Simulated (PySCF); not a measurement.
**hexafluorocyclopropane: 4 charge schemes on one density**

Compound: hexafluorocyclopropane, C₃F₆.
Structure used (PBE0-D3(BJ)/def2-SVP), in Å, numbered top down from 1:
```
atom  x, y, z in Å
F1     1.7490   -0.1509    0.8480
C2     0.8501   -0.1806   -0.1217
F3     1.3684   -0.5121   -1.2929
C4    -0.2871    0.8231   -0.0905
F5    -0.3392    1.6904    0.9071
F6    -0.7153    1.3294   -1.2351
C7    -0.5589   -0.6408    0.2047
F8    -1.2146   -1.3579   -0.6930
F9    -0.8389   -0.9946    1.4482
```

Density: PBE0/pcSseg-1 (PySCF); schemes: Mulliken, IAO, Hirshfeld and ESP-fitted. Isolated species at its PBE0-D3(BJ)/def2-SVP geometry, gas phase.

Problem. Which atoms carry the highest charge in the Mulliken, IAO, Hirshfeld and ESP-fitted schemes?

Solution. All schemes pick atoms of one kind: Mulliken C2, C4 and C7 (+0.475); IAO C2, C4 and C7 (+0.496); Hirshfeld C7 (+0.138); ESP-fitted C4 (+0.348).

Problem. At which atom do the 4 schemes differ most?

Solution. At C2 and C4: from +0.137 (Hirshfeld) to +0.496 e (IAO), 0.359 e apart.

Problem. For which atoms does the sign change between the 4 schemes (beyond +0.03 e in one, beyond −0.03 e in another)?

Solution. For none.

Problem. Give the atomic charges in each scheme.

Solution. In e:

```tsv
atom	environment	Mulliken	IAO	Hirshfeld	ESP-fitted
F1	fluorine of a CF2 group	-0.237	-0.248	-0.069	-0.169
C2	CF2 carbon	+0.475	+0.496	+0.137	+0.333
F3	fluorine of a CF2 group	-0.238	-0.248	-0.069	-0.168
C4	CF2 carbon	+0.475	+0.496	+0.137	+0.348
F5	fluorine of a CF2 group	-0.237	-0.248	-0.069	-0.171
F6	fluorine of a CF2 group	-0.237	-0.248	-0.069	-0.172
C7	CF2 carbon	+0.475	+0.496	+0.138	+0.338
F8	fluorine of a CF2 group	-0.237	-0.248	-0.069	-0.170
F9	fluorine of a CF2 group	-0.237	-0.248	-0.069	-0.169
```

Mean size of the charges over all atoms: IAO 0.331 e, Mulliken 0.317 e, ESP-fitted 0.226 e, Hirshfeld 0.092 e. Each set sums to the total charge, 0, to within 0.001 e. The ESP scheme fits charges at the nuclei, held to the total charge, to the electrostatic potential on points at 1.4 to 2.0 times the van der Waals radii.

Problem. How many electrons does the IAO scheme count on F6?

Solution. Z − q = 9 − (-0.248) = 9.248.

Problem. Sum the charges by element.

Solution. 
```
element  atoms  Mulliken     IAO  Hirshfeld  ESP-fitted
      F      6    -1.425  -1.488     -0.413      -1.019
      C      3    +1.425  +1.488     +0.412      +1.019
```
